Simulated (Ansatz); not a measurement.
Complex (SMILES): N (NH3) with F (HF), atoms 1 to 4 the first; geometry from B3LYP-D3(BJ)/def2-TZVP, monomers rigid:
```xyz
6

N     -0.5698    -0.2403    -0.1194
H     -0.4344     0.5969    -0.6751
H     -0.4917     0.0187     0.8578
H      0.1864    -0.8813    -0.3329
F     -2.9138    -1.3411    -0.6221
H     -2.0588    -0.9396    -0.4388
```

Interaction energy at PBE with Ansatz (a program for electronic structure), kcal/mol, without and with the counterpoise correction (monomers among the partner's ghost functions). Cartesian d functions, on some or all atoms, in 6-31G*, 6-31+G*; all else is spherical. The program fits the integrals of some runs and decomposes those of others, by size. No added dispersion term, no relativity. Reference, counterpoise-corrected: the value in aug-pcseg-3, -14.74.

```
basis        functions  uncorrected  counterpoise  counterpoise correction  mean of both
-----------  ---------  -----------  ------------  -----------------------  ------------
STO-3G              14       -15.04         -7.62                     7.43        -11.33
6-31G*              38       -16.41        -14.79                     1.62        -15.60
6-31+G*             46       -17.16        -15.38                     1.78        -16.27
aug-pcseg-1         82       -15.76        -14.91                     0.85        -15.33
def2-TZVPD         113       -14.89        -14.67                     0.22        -14.78
def2-TZVPP         118       -15.31        -14.35                     0.96        -14.83
aug-cc-pVQZ        344       -14.81        -14.75                     0.06        -14.78
pcseg-4            446       -14.76        -14.75                     0.01        -14.75
```

The corrected value lies nearer the reference in 7 of 8 rows.
